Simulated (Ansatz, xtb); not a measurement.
# Relative energy of two structures of BF3H6OSi2

Structure X is `F[B-](F)(F)[O+]([SiH3])[SiH3]`, a singlet and structure Y is a singlet given by its coordinates. Both are isolated molecules in the gas phase, relaxed with PBE0-D4/def2-SVP.

X (Å):

```xyz
13

B    -0.0212   -0.1496   -0.6998
F     0.0380    0.8218    0.2542
F    -0.6259   -1.2910   -0.3184
F    -0.3308    0.2786   -1.9556
O     1.5994   -0.5544   -0.8698
Si    2.5666   -0.1976    0.5218
Si    2.0555   -0.9838   -2.4842
H     1.8620   -0.7373    1.7059
H     2.8122    1.2630    0.5887
H     3.8412   -0.9249    0.2701
H     2.1742    0.2461   -3.3040
H     1.0465   -1.9402   -2.9910
H     3.3870   -1.6305   -2.3258
```

Y (Å):

```
atom    x (Å)    y (Å)    z (Å)
   B   2.4698   0.2362  -0.5556
   F   2.9318   1.5124  -1.1295
   F   1.4281   2.1433  -3.0367
   F  -0.5518   2.4240  -1.5268
   O   0.9484   0.6521  -0.7390
  Si  -0.4749  -0.2808  -0.4115
  Si   1.0705   2.2216  -1.4751
   H   2.7175  -0.7048  -1.2766
   H   2.7214   0.1608   0.6277
   H  -1.1833  -0.5027  -1.6946
   H  -1.2926   0.4690   0.5718
   H   0.0544  -1.5445   0.1572
   H   1.5222   3.3871  -0.7147
```

Close contacts (Å): B1–F2 1.47, B1–O5 1.59, F2–Si7 2.02, F3–Si7 1.60, F4–Si7 1.64, O5–Si6 1.73, O5–Si7 1.74, B1–H8 1.21, B1–H9 1.21, Si6–H10 1.48, Si6–H11 1.48, Si6–H12 1.48, Si7–H13 1.46.

Q: Estimate which is lower in electronic energy at CCSD(T)/def2-SVP + ΔMP2/def2-TZVPP, and by roughly how much.

A: The CCSD(T)/def2-SVP + ΔMP2/def2-TZVPP calculation puts structure X lower, by 0.078 eV.

Level by level:

| level | geometry | E(Y) − E(X) (eV) | departure from the last row (eV) | job, with rough time for the two |
| --- | --- | --- | --- | --- |
| PBE0-D4/def2-SVP | PBE0-D4/def2-SVP | +0.609 | +0.531 | optimisation, 1.8 min |
| HF/def2-SVP | PBE0-D4/def2-SVP | +0.763 | +0.685 | part of the CCSD(T) run |
| MP2/def2-SVP | PBE0-D4/def2-SVP | +0.548 | +0.470 | part of the CCSD(T) run |
| CCSD(T)/def2-SVP | PBE0-D4/def2-SVP | +0.612 | +0.534 | single point |
| CCSD(T)/def2-SVP + ΔMP2/def2-TZVPP | PBE0-D4/def2-SVP | +0.078 |  | single point, 2 min |

The levels shown agree on the order. The largest departure from CCSD(T)/def2-SVP + ΔMP2/def2-TZVPP is that of HF/def2-SVP, 0.685 eV. Levels run at GFN2-xTB geometries aren't shown. The last row adds to CCSD(T) the change of the MP2 difference between the two basis sets, here −0.534 eV, a large step that makes the value less sure.

With thermal terms from frequencies at re-optimised GFN2-xTB minima (ideal gas, soft modes damped towards free rotors, one conformer each, 298.15 K, 1 atm): the zero-point term adds +0.078 eV; ΔH is +0.161 and ΔG +0.129 eV.

The correlated steps freeze 15 core orbitals. Programs: Ansatz 0.2.0, xtb 6.7.1; the last row on 2 threads of Arm Neoverse V1 on a shared host.
